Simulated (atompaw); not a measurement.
Eu: one change to a PAW (atompaw) potential, before and after

Eu, PAW, made with atompaw 4.2.0.5 (LDA (PW92), scalar-relativistic). Core [Xe], reference 4f7 5d0 6s2 6p0. Waves: 6s (bound); 6s channel at 1.4 Ry; 6p (bound, empty); 6p channel at 0.9 Ry; 5d (bound, empty); 5d channel at 3.2 Ry; 4f (bound); 4f channel at 0.45 Ry. Local part: ultrasoft scheme with l = 4 at 0 Ry, radius 2.05 bohr. Core correction: smooth core density matched at 1.90 bohr. Augmentation charge: besselshape compensation charge, radius 2.65 bohr; PAW radius 3.00 bohr; waves and projectors: bloechl.

All-electron outer shells of the reference configuration (LDA (PW92), scalar-relativistic, ld1.x):

```json
{"shell": "5s", "level (eV)": "-44.80", "outermost node (bohr)": "0.67", "outermost maximum (bohr)": "1.23"}
{"shell": "5p", "level (eV)": "-23.88", "outermost node (bohr)": "0.72", "outermost maximum (bohr)": "1.41"}
{"shell": "6s", "level (eV)": "-3.76", "outermost node (bohr)": "1.66", "outermost maximum (bohr)": "3.56"}
{"shell": "4f", "level (eV)": "-2.92", "outermost node (bohr)": "–", "outermost maximum (bohr)": "0.59"}
{"shell": "5d", "level (eV)": "-1.71", "outermost node (bohr)": "0.82", "outermost maximum (bohr)": "2.19"}
{"shell": "6p", "level (eV)": "-1.24", "outermost node (bohr)": "2.02", "outermost maximum (bohr)": "4.93"}
```

Change: all radii scaled by about 1.20 (s 3.60, p 3.60, d 3.60, f 1.02 bohr); local potential ultrasoft scheme with l = 4 at 0 Ry, radius 2.46 bohr; augmentation besselshape compensation charge, radius 3.18 bohr; PAW radius 3.60 bohr; waves and projectors: bloechl; core correction smooth core density matched at 2.28 bohr.

Cutoffs: the cutoffs (Ry, on a coarse ladder) from which the occupation-weighted sum of valence levels, in a spherical-Bessel basis at the reference potential, stays within 10 and 1 mRy of its value at 400 Ry; they do not see the model core or the augmentation charge, which bear on the density cutoff.

Task: What does the change do?

Result: The potential gets softer (35 Ry and 45 Ry → 21 Ry and 30 Ry); both files keep a bound ghost (p, s). A larger radius leaves more room for a smooth pseudo-wave, so fewer plane waves are needed.

```csv
quantity,base,changed
"cutoff, loose",35 Ry,21 Ry
"cutoff, tight",45 Ry,30 Ry
loose cutoff by channel (10 mRy a level),"s 6 Ry, f 25 Ry","s 6 Ry, f 15 Ry"
bound ghosts,"s, p","p, s"
lowest overlap eigenvalue by channel,"s 0.06, p 0.05, d 0.85, f 1.00","s 0.31, p 0.07, d 0.94, f 0.94"
```

 A true bound ghost makes a file unfit for plane-wave use even where its test errors are small: the radial tests pick states by their node count and pass the ghost by. The cutoffs see the waves, projectors and local potential, not the compensation charge or the core.
